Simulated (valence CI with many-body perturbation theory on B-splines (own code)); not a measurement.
Values are calculated unless marked as measured or tabulated.
## Energy levels of Gd LIX

Level of theory: valence CI with perturbative core correlation (CI+MBPT): four valence electrons over a frozen Dirac-Fock core [He], radial functions for each j: 11 s, 11 p, 9 d, 7 f, 5 g, 2 h, 1 i, with the one-electron correlation potential Σ1, the two-electron term Σ2, the three-electron term Σ3, Breit, model QED; selected CI, second order for the rest (own B-spline code, finite nucleus).

No measured spectrum was set against this ion. As an estimate, large intervals hold to a few tenths of a per cent, small ones and those within an open d or f shell to about a per cent. Among the levels kept, up to 270 cm⁻¹ of a level comes from second order outside the variational space, and about a tenth of that is noise between levels of different J, which matters for small intervals.

Levels 1 to 45 of 114, with energies above the lowest level, (2s^2 2p1/2^2) J=0. "Leading %" is the weight of the configuration and term that name the level; weights of strongly mixed levels are sums over their largest components and can fall short. In the jj column 3d3/2^4 stands for four electrons in 3d with j = 3/2.

| No. | Configuration | Term | J | E (× 10³ cm⁻¹) | Leading % | Leading jj | Second component | g |
| --- | --- | --- | --- | --- | --- | --- | --- | --- |
| 1 | 2s2 2p2 | 3P | 0 | 0.00 | 69 | 2s^2 2p1/2^2 (100 %) | 31 % 2s2 2p2 1S |  |
| 2 | 2s2 2p2 | 3P | 1 | 5832.7 | 100 | 2s^2 2p1/2 2p3/2 (100 %) |  | 1.477 |
| 3 | 2s2 2p2 | 1D | 2 | 5973.4 | 64 | 2s^2 2p1/2 2p3/2 (100 %) | 36 % 2s2 2p2 3P | 1.149 |
| 4 | 2s 2p3 | 3P° | 2 | 7767.3 | 47 | 2s 2p1/2^2 2p3/2 (99 %) | 29 % 2s 2p3 5S° | 1.522 |
| 5 | 2s 2p3 | 3D° | 1 | 8361.2 | 32 | 2s 2p1/2^2 2p3/2 (100 %) | 29 % 2s 2p3 1P° | 1.105 |
| 6 | 2s2 2p2 | 3P | 2 | 11945 | 64 | 2s^2 2p3/2^2 (99 %) | 35 % 2s2 2p2 1D | 1.296 |
| 7 | 2s2 2p2 | 1S | 0 | 12358 | 68 | 2s^2 2p3/2^2 (99 %) | 31 % 2s2 2p2 3P |  |
| 8 | 2s 2p3 | 5S° | 2 | 13413 | 50 | 2s 2p1/2 2p3/2^2 (99 %) | 47 % 2s 2p3 3D° | 1.551 |
| 9 | 2s 2p3 | 3D° | 3 | 13740 | 100 | 2s 2p1/2 2p3/2^2 (100 %) |  | 1.304 |
| 10 | 2s 2p3 | 3P° | 0 | 14134 | 100 | 2s 2p1/2 2p3/2^2 (100 %) |  |  |
| 11 | 2s 2p3 | 3S° | 1 | 14286 | 50 | 2s 2p1/2 2p3/2^2 (100 %) | 42 % 2s 2p3 3D° | 1.300 |
| 12 | 2s 2p3 | 1D° | 2 | 14367 | 74 | 2s 2p1/2 2p3/2^2 (99 %) | 21 % 2s 2p3 3D° | 1.057 |
| 13 | 2s 2p3 | 3P° | 1 | 14395 | 61 | 2s 2p1/2 2p3/2^2 (100 %) | 32 % 2s 2p3 1P° | 1.316 |
| 14 | 2p4 | 3P | 2 | 16422 | 68 | 2p1/2^2 2p3/2^2 (99 %) | 31 % 2p4 1D | 1.318 |
| 15 | 2p4 | 1S | 0 | 16861 | 63 | 2p1/2^2 2p3/2^2 (99 %) | 36 % 2p4 3P |  |
| 16 | 2s 2p3 | 3P° | 2 | 19946 | 51 | 2s 2p3/2^3 (99 %) | 17 % 2s 2p3 5S° | 1.428 |
| 17 | 2s 2p3 | 1P° | 1 | 20520 | 38 | 2s 2p3/2^3 (100 %) | 24 % 2s 2p3 3S° | 1.174 |
| 18 | 2p4 | 3P | 1 | 22353 | 100 | 2p1/2 2p3/2^3 (100 %) |  | 1.477 |
| 19 | 2p4 | 1D | 2 | 22497 | 69 | 2p1/2 2p3/2^3 (100 %) | 31 % 2p4 3P | 1.128 |
| 20 | 2p4 | 3P | 0 | 28654 | 64 | 2p3/2^4 (100 %) | 36 % 2p4 1S |  |
| 21 | 2s2 2p 3s | 3P° | 0 | 59872 | 99 | 2s^2 2p1/2 3s (99 %) |  |  |
| 22 | 2s2 2p 3s | 3P° | 1 | 59898 | 67 | 2s^2 2p1/2 3s (100 %) | 33 % 2s2 2p 3s 1P° | 1.312 |
| 23 | 2s2 2p 3p | 3D | 1 | 60449 | 73 | 2s^2 2p1/2 3p1/2 (100 %) | 22 % 2s2 2p 3p 1P | 0.643 |
| 24 | 2s2 2p 3p | 3P | 0 | 60758 | 68 | 2s^2 2p1/2 3p1/2 (99 %) | 31 % 2s2 2p 3p 1S |  |
| 25 | 2s 2p2 3s | 5P | 1 | 61605 | 42 | 2s 2p1/2^2 3s (95 %) | 29 % 2s 2p2 3s 3S | 2.011 |
| 26 | 2s 2p2 3s | 3P | 0 | 61876 | 69 | 2s 2p1/2^2 3s (99 %) | 30 % 2s 2p2 3s 1S |  |
| 27 | 2s 2p2 3p | 3P° | 1 | 62247 | 32 | 2s 2p1/2^2 3p1/2 (98 %) | 22 % 2s 2p2 3p 5D° | 1.364 |
| 28 | 2s 2p2 3p | 3P° | 0 | 62254 | 50 | 2s 2p1/2^2 3p1/2 (99 %) | 44 % 2s 2p2 3p 5D° |  |
| 29 | 2s2 2p 3p | 3D | 2 | 62330 | 53 | 2s^2 2p1/2 3p3/2 (100 %) | 31 % 2s2 2p 3p 1D | 1.151 |
| 30 | 2s2 2p 3p | 3P | 1 | 62351 | 46 | 2s^2 2p1/2 3p3/2 (96 %) | 29 % 2s2 2p 3p 3S | 1.520 |
| 31 | 2s2 2p 3d | 3F° | 2 | 62778 | 74 | 2s^2 2p1/2 3d3/2 (100 %) | 20 % 2s2 2p 3d 1D° | 0.748 |
| 32 | 2s2 2p 3d | 3D° | 1 | 62973 | 50 | 2s^2 2p1/2 3d3/2 (98 %) | 31 % 2s2 2p 3d 1P° | 0.835 |
| 33 | 2s2 2p 3d | 3P° | 2 | 63351 | 47 | 2s^2 2p1/2 3d5/2 (98 %) | 35 % 2s2 2p 3d 3D° | 1.282 |
| 34 | 2s2 2p 3d | 3F° | 3 | 63380 | 47 | 2s^2 2p1/2 3d5/2 (100 %) | 31 % 2s2 2p 3d 1F° | 1.098 |
| 35 | 2s 2p2 3p | 3P° | 2 | 64095 | 34 | 2s 2p1/2^2 3p3/2 (98 %) | 20 % 2s 2p2 3p 5P° | 1.513 |
| 36 | 2s 2p2 3p | 3D° | 1 | 64133 | 32 | 2s 2p1/2^2 3p3/2 (99 %) | 21 % 2s 2p2 3p 1P° | 1.126 |
| 37 | 2s 2p2 3d | 3D | 1 | 64537 | 45 | 2s 2p1/2^2 3d3/2 (99 %) | 37 % 2s 2p2 3d 5F | 0.459 |
| 38 | 2s 2p2 3d | 3D | 2 | 64581 | 30 | 2s 2p1/2^2 3d3/2 (97 %) | 18 % 2s 2p2 3d 5F | 1.131 |
| 39 | 2s 2p2 3d | 3D | 3 | 65091 | 36 | 2s 2p1/2^2 3d5/2 (99 %) | 18 % 2s 2p2 3d 5D | 1.340 |
| 40 | 2s 2p2 3d | 3F | 2 | 65220 | 29 | 2s 2p1/2^2 3d5/2 (97 %) | 22 % 2s 2p2 3d 1D | 1.020 |
| 41 | 2s2 2p 3s | 3P° | 2 | 65980 | 98 | 2s^2 2p3/2 3s (98 %) |  | 1.477 |
| 42 | 2s2 2p 3s | 1P° | 1 | 66040 | 66 | 2s^2 2p3/2 3s (98 %) | 32 % 2s2 2p 3s 3P° | 1.134 |
| 43 | 2s2 2p 3p | 3P | 1 | 66673 | 50 | 2s^2 2p3/2 3p1/2 (97 %) | 26 % 2s2 2p 3p 3S | 1.456 |
| 44 | 2s2 2p 3p | 3D | 2 | 66691 | 46 | 2s^2 2p3/2 3p1/2 (97 %) | 32 % 2s2 2p 3p 1D | 1.157 |
| 45 | 2s 2p2 3s | 5P | 2 | 67212 | 84 | 2s 2p1/2 2p3/2 3s (98 %) | 8 % 2s 2p2 3s 3P | 1.733 |

The ionisation energy to 2s2 2p 2P°_1/2 of the next ion comes out as 13185 eV (NIST: 13183 ± 6 eV (theoretical)). All 114 levels together are meant to be complete up to 71338 × 10³ cm⁻¹.
